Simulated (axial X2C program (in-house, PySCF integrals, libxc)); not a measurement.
**Potential curves of TaH⁺, 2c**

Calculated with an in-house all-electron X2C program for linear molecules (integrals from PySCF). Two-component (2c) means X2C with spin–orbit coupling and atomic mean-field two-electron Coulomb and Gaunt terms. Basis: Ta dyall-cv3z [13s14p9d7f4g], H dyall-v3z [6s2p1d] (cores contracted in-house); Gaussian nuclei, density fitting, unrestricted open shells. Masses: Ta 180.948 u, H 1.008 u.

State: Ω = 3/2 (⟨Sz⟩ = -1.48, ⟨Lz⟩ = 2.98 at HF). Energies in eV from the lowest point of each curve. Fits are polynomials in 1 − R0/R over 0.85 to 1.23 times the lowest point R0.

| R (Å) | CCSD | MP2 | PBE0 |
| --- | --- | --- | --- |
| 1.4947 |  | 0.5234 | 0.4821 |
| 1.5634 | 0.2599 | 0.2336 | 0.2097 |
| 1.6149 | 0.1183 | 0.1003 | 0.0868 |
| 1.6665 | 0.0349 | 0.0256 | 0.0201 |
| 1.7180 | 0.0000 | 0.0000 | 0.0000 |
| 1.7781 | 0.0091 | 0.0210 | 0.0241 |
| 1.8383 | 0.0612 | 0.0870 | 0.0893 |
| 1.9156 | 0.1768 | 0.2247 | 0.2186 |
| 2.0101 |  | 0.4591 | 0.4259 |
| 2.1475 |  | 0.8996 | 0.7827 |

Correlated methods: 5 electrons correlated (number of frozen shells: Ta 5 s, 4 p, 2 d, 1 f; H none), 249 virtual spin orbitals or spinors in MP2.

The state is one determinant whose occupation by symmetry is held fixed; it was picked as the lowest of a PBE0 search that is not exhaustive. Density functionals use the spin component along the axis (collinear). CCSD ran in a truncated set of natural virtual spinors with an MP2 remainder; without triples it tends to underbind. The functionals have no current-density term, which raises determinants with orbital currents, atoms included. With several unpaired electrons one determinant need not be a pure state. The outer-core s and p shells of the metal are frozen in the correlated rows, which leaves out core–valence correlation; for alkali and alkaline-earth bonds that tends to lengthen them. With the outer-core shells frozen, correlated bond lengths of heavy atoms tend to come out a few hundredths of an ångström too long. The lowest spin-free determinant has another configuration (M_S = 3/2, Λ = 0), so the order of states is uncertain and this need not be the ground state. Coupled cluster ran on the points near the minimum only. MP2 and coupled cluster on one determinant become unreliable at the stretched end.

Task: Fit the CCSD curve near its minimum: give the equilibrium distance and the harmonic wavenumber.

Result: At CCSD, 2c: Re = 1.736 Å, ωe ≈ 1940 cm⁻¹; Be follows as 5.58 cm⁻¹.

Task: Fit the MP2 curve near its minimum: give the equilibrium distance and the harmonic wavenumber.

Result: At MP2, 2c: Re = 1.723 Å, ωe ≈ 2020 cm⁻¹; Be follows as 5.66 cm⁻¹.

Task: What are Re and ωe at the PBE0 level?

Result: At PBE0, 2c: Re = 1.718 Å, ωe ≈ 1970 cm⁻¹; Be follows as 5.7 cm⁻¹.
